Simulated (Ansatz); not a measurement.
Reaction (formal exchange of groups at the Al–Se bond): `C[Se][AlH2]` + `NBN` → `N[B](N)[AlH2]` + `C[SeH]`

Isolated molecules relaxed with PBE0-D4/def2-TZVP in Ansatz; ΔE leaves out vibrations. CBS: MP2 limit from def2 TZ/QZ plus the TZ coupled-cluster correction, frozen cores. DFT in def2-TZVPP. For Se outer-core shells are correlated without core-valence functions, which leaves a few kJ/mol of doubt a bond. Scalar relativity is left out up to krypton. Each species was taken in one conformer, which may not be the lowest.

```
        species  ωB97M-V energy (Eh)
  `C[Se][AlH2]`          -2684.95626
          `NBN`           -137.44227
`N[B](N)[AlH2]`           -380.43019
       `C[SeH]`          -2441.90763
```

Question: Work out ΔE.

Answer: ΔE = (-380.43019) + (-2441.90763) − (-2684.95626) − (-137.44227) = 0.06071 Eh = +38.1 kcal/mol. CCSD(T)/CBS gives +38.7 kcal/mol.

Largest T1 diagnostic among the species: 0.012.

From PBE to PBE0 (25 % exact exchange), in def2-TZVPP and without D4, ΔE moves by +1.2 kcal/mol. At CCSD(T), def2-SVP lies −1.7 kcal/mol from the extrapolated value and def2-TZVPP −1.0 kcal/mol. Leaving LDA and LC-ωPBE aside and taking each functional with its dispersion term where it has one, the values, not all of them listed here, spread over 4.0 kcal/mol, from revPBE-D4 to BHLYP-D4.
